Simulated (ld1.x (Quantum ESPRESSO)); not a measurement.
**Configuration tests for Pd (Z = 46) (TM semilocal)**

| Property | Result |
| --- | --- |
| Element | palladium (Pd) |
| Generator | ld1.x (Quantum ESPRESSO) 7.5 |
| Type | norm-conserving Troullier–Martins (semilocal form) |
| Functional | PBE |
| Relativity | scalar-relativistic |
| Frozen core | [Ar] 3d10 |
| Valence charge | 18 |
| Reference configuration | 4s2 4p6 4d8 5s0 5p0 (charge +2) |
| Partial waves | 4p (bound): rc 1.25 bohr; 4d (bound): rc 1.40 bohr; 4s (bound): rc 1.05 bohr |
| Local potential | the s channel |
| Core correction | Bessel-smoothed model core inside 0.85 bohr |

Energies are relative to the spin-unpolarised reference configuration 4s2 4p6 4d8 5s0 5p0; without spin polarisation the order of configurations can differ from experiment.

```csv
valence configuration,charge,ΔE all-electron (eV),error AE − PS (meV)
4s2 4p6 4d9 5s0 5p0,+1,-20.818,+2.1
4s2 4p5 4d10 5s0 5p0,+1,27.231,-46
4s1 4p6 4d10 5s0 5p0,+1,61.634,-59
4s2 4p6 4d9 5s1 5p0,0,-28.433,+101
4s2 4p6 4d8 5s1 5p0,+1,-16.294,+159
```

Q: What are ΔE and the potential's error for 4s2 4p6 4d7 5s0 5p0?

A: ΔE = 34.360 eV all-electron; the error (AE − PS) is -0.7 meV.

Q: What are ΔE and the potential's error for 4s2 4p6 4d10 5s0 5p0?

A: ΔE = -29.934 eV all-electron; the error (AE − PS) is +2.5 meV.

Levels in the configuration 4s2 4p6 4d8 5s1 5p0:

```csv
level,all-electron (eV),pseudo (eV)
4s,-100.954,-100.866
4p,-66.562,-66.480
4d,-17.971,-17.905
5s,-12.453,-12.573
```
